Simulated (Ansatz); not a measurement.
CH6OSSi (`C[SiH](O)S`). Total charge 0; spin multiplicity 1.

Cartesian coordinates in Å:
```
C -0.1817 1.3552 -0.1844
Si -0.2368 -0.3980 0.4096
O 1.2371 -0.6909 1.0813
S -0.7001 -1.7954 -1.1452
H -1.1437 1.6466 -0.6101
H 0.0528 2.0270 0.6452
H 0.5878 1.4794 -0.9498
H -1.3393 -0.6338 1.3790
H 1.4274 -1.5978 1.3272
H 0.2965 -1.3924 -1.9528
```

**Question.** What are the harmonic wavenumbers in cm⁻¹ at PBE0-D4/def2-TZVP (Ansatz, finite differences of forces, unscaled)? (An estimate is asked.)

**Answer.** Ansatz gave: 150, 168, 220, 233, 270, 324, 489, 619, 702, 744, 791, 842, 863, 905, 938, 1279, 1444, 1445, 2216, 2704, 3055, 3139, 3149, 3916.

**Question.** Is this a minimum?

**Answer.** Yes, all 24 modes are real.

**Question.** Give the ideal-gas thermochemistry at 298.15 K and 1 bar (rigid rotor, harmonic oscillator; point group C1, symmetry number 1).

**Answer.** Zero-point energy 183.1 kJ/mol; H(298) − E = 203.7 kJ/mol; entropy 336.0 J/(mol·K), of which translation 165.5, rotation 110.4, vibration 60.1; G(298) − E = 103.5 kJ/mol.
